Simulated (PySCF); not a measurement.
**Does the structure fit the spectrum?**

A compound C$_{9}$H$_{14}$Si gives the data below (simulated from a calculation) and was assigned the structure `C=C(C)[C@@H]1C[SiH2][C@H]1C#CC`.

¹³C{¹H} NMR (computed): δ 157.3 (CH), 117.9 (C), 110.5 (CH2), 83.9 (C), 41.3 (C), 37.0 (CH2), 21.7 (CH3), 9.3 (CH2), 6.1 (CH3).

¹H NMR (400 MHz, computed): δ 6.69 (m, 1H), 5.01 (m, 1H), 4.87 (m, 1H), 4.83 (m, 1H), 2.24 (m, 1H), 2.15 (s, 3H), 1.92 (m, 1H), 1.51 (m, 1H), 1.38 (m, 1H), 1.31 (s, 3H).

PySCF 2.14 calculation with geometry from GFN2-xTB and shieldings: GIAO PBE0/pcSseg-1; no solvent, non-relativistic Hamiltonian, equivalent nuclei averaged, one conformer.

δ = σ(ref) − σ, references computed at the same level: ¹H (σ = 31.72 ppm), ¹³C (σ = 186.93 ppm) vs TMS.

Question: Compare with the shifts computed for the proposed structure, pairing carbons in order of shift.

Answer: Numbering as in the mapped SMILES `[CH2:1]=[C:2]([CH3:3])[C@@H:4]1[CH2:5][SiH2:6][C@H:7]1[C:8]#[C:9][CH3:10]`. Each H is labelled by its parent atom.

| atom | computed for proposal | given list | difference |
| --- | --- | --- | --- |
| C2 | 170.2 | 157.3 | +12.9 |
| C1 | 114.4 | 117.9 | -3.5 |
| C8 | 88.8 | 110.5 | -21.7 |
| C9 | 85.6 | 83.9 | +1.7 |
| C4 | 50.5 | 41.3 | +9.2 |
| C7 | 30.2 | 37.0 | -6.8 |
| C3 | 29.7 | 21.7 | +8.0 |
| C5 | 16.7 | 9.3 | +7.4 |
| C10 | 5.4 | 6.1 | -0.7 |

The rms difference is 10.0 ppm and the largest -21.7 ppm at C8 (alkyne carbon). The carbon types in order of shift don't match either: C, CH2, C, C, CH, CH, CH3, CH2, CH3 for the proposal against CH, C, CH2, C, C, CH2, CH3, CH2, CH3 in the data. The proposal doesn't fit.

Question: Which isomer fits?

Answer: `C=C[C@@]1(C)CC[Si@H]1C#CC`.

Carbon types of the structure: 3 × C, 1 × CH, 3 × CH2, 2 × CH3, leaving 1 H on heteroatoms. δC 157.3: alkene CH; as expected for a trigonal carbon in a double bond. δC 117.9, 83.9: alkyne carbon. δC 110.5: terminal =CH2 carbon; an sp2 carbon of a C=C bond. δC 37.0: sp3 CH2 in a ring; saturated and bonded to C and H only.

The shifts were computed for this structure.

Shifts are as computed. Against solution values, carbons near 30 ppm lie about +3 ppm off and those near 130 ppm about +5 ppm. Of 1211 compounds with measured shifts, 218 miss one by over three times the rms of a fit or turn the order of signals round; such compounds aren't used in these exercises. No couplings were computed; multiplicities are counted from neighbouring protons, with m where these are inequivalent, close in shift, in a saturated or five-membered ring or joined by F or P, and br s for small geminal =CH2 splittings.
